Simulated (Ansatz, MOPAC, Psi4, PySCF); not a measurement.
Noncovalent pair: C2H6 (SMILES CC) (first 8 atoms) with CH3Br (SMILES CBr); geometry from B3LYP-D3(BJ)/def2-TZVP, rigid monomers moved along the line of their centres of mass till C2···H11 is 3.29 Å.
(charge 0, multiplicity 1):
```xyz
13

C      0.716    -0.471     0.110
C     -0.540     0.300     0.506
H      0.530    -1.122    -0.747
H      1.077    -1.095     0.929
H      1.527     0.209    -0.158
H     -0.894     0.929    -0.313
H     -0.348     0.950     1.361
H     -1.356    -0.376     0.772
C      0.407    -1.015     4.360
Br     1.676     0.474     4.338
H     -0.328    -0.829     3.585
H     -0.053    -1.040     5.341
H      0.964    -1.924     4.164
```

```
level                           interaction energy (kcal/mol)
------------------------------  -----------------------------
PM7                                                     -1.31
HF/6-31G*                                                0.23
HF/6-31G* (no counterpoise)                              0.13
HF/aug-cc-pVDZ                                           0.22
BP86/6-31G* (no counterpoise)                            0.43
r2SCAN/def2-TZVPPD                                      -0.64
r2SCAN-D4/def2-TZVPPD                                   -1.09
B3LYP/3-21G (no counterpoise)                           -0.53
B3LYP/6-31G*                                             0.26
B3LYP/6-31G* (no counterpoise)                           0.00
B3LYP/def2-TZVPPD                                        0.22
B3LYP-D3(BJ)/def2-TZVPPD                                -1.32
B3LYP-D4/def2-TZVPPD                                    -1.12
wB97X-V/def2-TZVPPD                                     -1.24
wB97M-V/def2-TZVPPD                                     -1.14
MP2/6-31G*                                              -0.47
MP2/6-31G* (no counterpoise)                            -0.85
CCSD/aug-cc-pVDZ                                        -0.91
CCSD(T)/aug-cc-pVDZ                                     -1.08
SAPT0/aug-cc-pVDZ                                       -1.20
```

The rows run from -1.32 (B3LYP-D3(BJ)/def2-TZVPPD) to 0.43 kcal/mol (BP86/6-31G* (no counterpoise)). In aug-cc-pVDZ the value moves HF 0.22, CCSD -0.91, CCSD(T) -1.08, a shift of -1.30 from HF to CCSD(T). The dispersion term adds -0.45 in r2SCAN-D4, -1.54 in B3LYP-D3(BJ), -1.33 in B3LYP-D4. The 4 functionals in def2-TZVPPD without D3 or D4 span 1.46, from wB97X-V to B3LYP.

Monomers are frozen at their geometry in the pair; levels with a basis set take the counterpoise correction. Rows marked so take none.

Correlated levels freeze the cores. Filled d and f shells under p-block atoms count as core. Rows in 3-21G, 6-31G* carry no dispersion term and start afresh at each structure (6-31G* with six Cartesian d functions); the Pople sets are all-electron and without relativity. MP2/6-31G* freezes PySCF's default core, which leaves 3d correlated. The state that PM7 reach isn't checked; PM7 holds dispersion and hydrogen-bond terms.

Codes used: Ansatz (Gaussian orbitals); MOPAC for PM7 (differences of heats of formation); Psi4 for SAPT; PySCF for 3-21G rows, 6-31G* rows, the dispersion terms. Values without a source in brackets are computed.

Ansatz is a first-principles code.
